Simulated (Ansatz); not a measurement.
Computed with frozen-core CCSD(T)/cc-pVTZ // PBE0-D3(BJ)/def2-TZVP in Ansatz (a quantum-chemistry and plane-wave program).

Ansatz 0.2 input:
```yaml
crystal:
  periodic: [false, false, false]
  atoms:
    - { symbol: C, position_ang: [-1.379701, -0.950838, 0.284374] }
    - { symbol: C, position_ang: [-0.114625, -0.184347, 0.032245] }
    - { symbol: Si, position_ang: [-0.140983, 1.676114, -0.115988] }
    - { symbol: C, position_ang: [1.044931, -0.825294, -0.08896] }
    - { symbol: O, position_ang: [2.209075, -0.161519, -0.317576] }
    - { symbol: H, position_ang: [-1.191556, -2.026797, 0.344222] }
    - { symbol: H, position_ang: [-2.11494, -0.78486, -0.508912] }
    - { symbol: H, position_ang: [-1.856015, -0.643398, 1.220342] }
    - { symbol: H, position_ang: [0.692877, 2.329337, 0.928256] }
    - { symbol: H, position_ang: [-1.548694, 2.129716, 0.057703] }
    - { symbol: H, position_ang: [0.3371, 2.135002, -1.447651] }
    - { symbol: H, position_ang: [1.126213, -1.909735, -0.012441] }
    - { symbol: H, position_ang: [2.936318, -0.783379, -0.375613] }
basis:
  gaussian: { orbitals: cc-pVTZ }
correlation:
  method: ccsd_t
```

Output:

```
Functional definition: HF
1524 factors; integrals over basis functions are off by at most 1.1e-3 eV
mean field evaluation 1: about -13114.9277 eV, gradient 3.7e1 eV
mean field evaluation 2: about -13115.2355 eV, gradient 3.7e1 eV
mean field evaluation 4: about -13118.8884 eV, gradient 4.4e0 eV
mean field evaluation 8: about -13118.9539 eV, gradient 2.4e-1 eV
mean field evaluation 16: about -13114.9273 eV, gradient 3.7e1 eV
mean field -13118.95428781 eV, -482.1126777305 hartree, gradient 2.2e-6 eV, S^2 0.000000; 0 other end points of the search recorded, 0 dependent functions left out
9 core orbitals not correlated
reference -13118.95428781 eV, -482.1126777305 hartree; 15, 15 occupied and 242, 242 virtual orbitals, 1524 factors
second order -23.65073435 eV of doubles, -0.00000000 eV of singles
cycle   1  -24.17471831 eV  change   -5.2e-1 eV  update   1.1e-1
cycle   2  -24.80413253 eV  change   -6.3e-1 eV  update   3.3e-2
cycle   3  -24.93891208 eV  change   -1.3e-1 eV  update   1.7e-2
cycle   4  -24.92873600 eV  change    1.0e-2 eV  update   4.2e-3
cycle   5  -24.92787537 eV  change    8.6e-4 eV  update   1.9e-3
cycle   6  -24.92845018 eV  change   -5.7e-4 eV  update   4.9e-4
cycle   7  -24.92816647 eV  change    2.8e-4 eV  update   1.9e-4
cycle   8  -24.92810933 eV  change    5.7e-5 eV  update   6.8e-5
cycle   9  -24.92812421 eV  change   -1.5e-5 eV  update   2.9e-5
perturbative correction -1.03059538 eV, -0.0378736818 hartree
Total energy: -13144.91300740 eV, -483.0666430800 hartree
```

Cost: about 6 core-minutes (a rough figure).
